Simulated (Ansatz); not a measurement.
Geometry optimisation, UKS PBE0-D4/def2-SVP in Ansatz 0.2.0.

Input file:

```yaml
crystal:
  periodic: [false, false, false]
  atoms:
    - { symbol: Si, position_ang: [0.330337, 0.025344, 0.105207] }
    - { symbol: H, position_ang: [0.861247, -0.331635, 2.693091] }
    - { symbol: Cl, position_ang: [1.733691, 0.003363, -1.466857] }
    - { symbol: H, position_ang: [-0.494317, 1.273542, -0.078174] }
    - { symbol: Cl, position_ang: [-1.019684, -1.563197, -0.081649] }
    - { symbol: "N", position_ang: [-0.048558, -0.11691, 3.183876] }
    - { symbol: H, position_ang: [-0.779399, -0.695165, 2.735608] }
    - { symbol: H, position_ang: [-0.265617, 0.857959, 2.984098] }
magnetization:
  spin_polarized: true
  initial_magnetization: 1
basis:
  gaussian: { orbitals: def2-SVP }
hamiltonian:
  xc: pbe0
  dispersion: d4
relax:
  f_tol: 0.03
  max_steps: 50
```

Run as:

```bash
$ ansatz run input.yaml --threads 4 --pin off --max-ram 5120MiB --backend cpu --events-out ev --progress --plain --runs-dir out
```

Where does it end, and by what steps?

The run converged. After 7 steps the energy has fallen by 0.086 eV; Cl3 moved furthest, 0.31 Å.

```csv
step,energy less start (eV),largest force component (eV/Å),accepted
0,0.0000,1.218,yes
1,-0.0529,0.865,yes
2,-0.0598,0.777,yes
3,-0.0768,0.399,yes
4,-0.0788,0.222,yes
5,-0.0842,0.150,yes
6,-0.0851,0.140,yes
7,-0.0863,0.022,yes
```

```xyz
8
Properties=species:S:1:pos:R:3
Si 0.445 -0.011 0.057
H 0.826 -0.312 2.967
Cl 1.530 0.019 -1.704
H -0.327 1.267 0.127
Cl -0.935 -1.559 -0.031
N -0.146 -0.087 3.161
H -0.742 -0.727 2.643
H -0.333 0.864 2.856
```

Whether the end is a true minimum wasn't checked by a vibrational analysis.

Run time: 14 s on 4 threads of Arm Neoverse V2, on a shared host, peak memory 0.25 GiB.
